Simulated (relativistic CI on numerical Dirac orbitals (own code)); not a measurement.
**Fe3+ in a cubic cluster: 3s photoemission with charge transfer**

Computed with a charge-transfer multiplet model of a cubic metal-ligand cluster with up to 2 ligand holes, Slater and spin-orbit integrals from Dirac-Coulomb-Breit ions, Slater integrals scaled by 0.9. The ground state mixes d5 with configurations of k ligand holes L, whose averages lie at kΔ + k(k − 1)U_dd/2; a core hole lowers each added d electron by U_cd. 300 K, Lorentzian 1.4 eV and Gaussian 0.8 eV FWHM.

Atomic integrals in eV (Slater integrals scaled, ζ unscaled), ground: F2dd 10.785, F4dd 6.742, zeta_d 0.056; with the core hole: F2dd 11.715, F4dd 7.365, zeta_d 0.065, G2cd 11.629.

Cluster parameters (eV): Δ = 1.5, U_dd = 6.1, U_cd = 7.3, 10Dq = 0.4, 10Dq(ligand) = 1.5, final-state hopping factor = 1.

Weights, n_d and S are thermal averages at 300 K. Binding energies count from the first peak over 30 % of the highest in each spectrum, which can be another peak from case to case. The parameters are a model scan and need not match a compound or its usual spin state. Peaks in eV (height, largest 100): 0.0 (100), 7.5 (28), 11.7 (47), 18.9 (18), 24.9 (6).

Q: Which parameters give this spectrum?
A. V(eg) = 3.35 eV, V(t2g) = -1.74 eV
B. V(eg) = 2.45 eV, V(t2g) = -1.27 eV
C. V(eg) = 3.05 eV, V(t2g) = -1.58 eV

A: B. V(eg) = 2.45 eV, V(t2g) = -1.27 eV; the ground state then has 5.41 d electrons and S = 2.50. The choice follows from running the model for each set and comparing peak positions and heights. Without intra-shell correlation the exchange splitting of the 3s hole comes out too large. The space is cut while the next configuration still counts.
